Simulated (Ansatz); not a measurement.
Calculated with Ansatz (gas phase, PBE0-D4/def2-TZVP geometries, no zero-point term in ΔE). CBS: MP2 limit from def2 TZ/QZ plus the TZ coupled-cluster correction, frozen cores. This one scheme is used for every species. DFT in def2-TZVPP. Each species was taken in one conformer, which may not be the lowest.

`F/C=N/[SiH2]F` + `O[SiH2][SiH3]` → `F[SiH2]O[SiH2][SiH3]` + `N=CF`  (ligand exchange at the Si–N bond)

| species | B2PLYP energy (Eh) |
| --- | --- |
| `F/C=N/[SiH2]F` | -583.75554 |
| `O[SiH2][SiH3]` | -657.60422 |
| `F[SiH2]O[SiH2][SiH3]` | -1047.54475 |
| `N=CF` | -193.83870 |

Task: Work out ΔE.

Result: ΔE = (-1047.54475) + (-193.83870) − (-583.75554) − (-657.60422) = -0.02369 Eh = -62.2 kJ/mol. CCSD(T)/CBS gives -66.4 kJ/mol.

Largest T1 diagnostic among the species: 0.013.

In def2-TZVPP, CCSD(T) changes the Hartree–Fock value by +5.9 kJ/mol (the triples alone add +1.8 kJ/mol) and MP2 by +9.3 kJ/mol. From PBE to PBE0 (25 % exact exchange), in def2-TZVPP and without D4, ΔE moves by −5.2 kJ/mol. The D4 term adds −4.5 kJ/mol with B3LYP and −2.8 kJ/mol with PBE0; it sums over pairs of atoms, weighted by their polarisabilities, and B3LYP, whose exchange is more repulsive, gets the larger term.

B3LYP here is the variant with VWN-RPA as its local correlation; programs differ in this.
